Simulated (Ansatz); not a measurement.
The same molecule with X = F, Cl, Br. Ansatz, PBE0-D4/def2-TZVP geometries, multiplicity 1. Each molecule was computed in one conformer, which needn't be the lowest.

Scalar relativity is left out up to krypton.

```tsv
X	molecule	mean X–Al bond length / Å	size of the dipole moment (B3LYP/def2-TZVPP) / D	HOMO–LUMO gap (PBE/def2-TZVPP) / eV	HOMO–LUMO gap (ωB97M-V/def2-TZVPP) / eV
F	`[OH][Al]([F])[O][SiH3]`	1.638	2.20	5.67	11.91
Br	`[OH][Al]([Br])[O][SiH3]`	2.233	1.88	5.46	11.53
```

Problem. Give the row for X = Cl, `[OH][Al]([Cl])[O][SiH3]`. (An estimate is asked.)

Solution. The calculation gave: 
| X | molecule | mean X–Al bond length / Å | size of the dipole moment (B3LYP/def2-TZVPP) / D | HOMO–LUMO gap (PBE/def2-TZVPP) / eV | HOMO–LUMO gap (ωB97M-V/def2-TZVPP) / eV |
| --- | --- | --- | --- | --- | --- |
| Cl | `[OH][Al]([Cl])[O][SiH3]` | 2.076 | 1.96 | 5.68 | 11.91 |

From F to Br the mean X–Al bond length rises at each step, by 0.595 Å in all; the HOMO–LUMO gap (PBE/def2-TZVPP) isn't monotonic: highest at Cl, lowest at Br; the HOMO–LUMO gap (ωB97M-V/def2-TZVPP) isn't monotonic: highest at F, lowest at Br. Bonds lengthen as the atom grows down the group. Dipoles are sizes alone, and their direction can turn along the series.

B3LYP here is the variant with VWN-RPA as its local correlation; programs differ in this.

Spin–orbit coupling is left out; it splits and shifts lone-pair levels of the heavy atoms by tenths of an eV.
